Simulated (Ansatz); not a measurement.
Isolated molecules relaxed with PBE0-D4/def2-TZVP in Ansatz; ΔE leaves out vibrations. CBS: MP2 limit from def2 TZ/QZ plus the TZ coupled-cluster correction, frozen cores. This one scheme is used for every species. DFT in def2-TZVPP. For Br outer-core shells are correlated without core-valence functions, which leaves a few kJ/mol of doubt a bond. Scalar relativity is left out up to krypton. One conformer a species, not always the lowest.

`FB(F)B(F)F` + HBr → `FB(F)Br` + `FBF`  (cleavage of the B–B bond)

| level | ΔE (eV) |
| --- | --- |
| RPA@PBE/def2-TZVPP | -0.93 |
| MP2/def2-QZVPP | -1.09 |

Question: What does CCSD(T)/CBS give? (An estimate is asked.)

Answer: The calculation gave: -1.00 eV. The listed levels differ from it by 0.07, -0.09 eV.

Largest T1 diagnostic among the species: 0.014.

From BLYP to BHLYP (50 % exact exchange), in def2-TZVPP and without D4, ΔE moves by −0.07 eV. Leaving LDA and LC-ωPBE aside and taking each functional with its dispersion term where it has one, the values, not all of them listed here, spread over 0.10 eV, from r2SCAN0-D4 to PBE-D4.
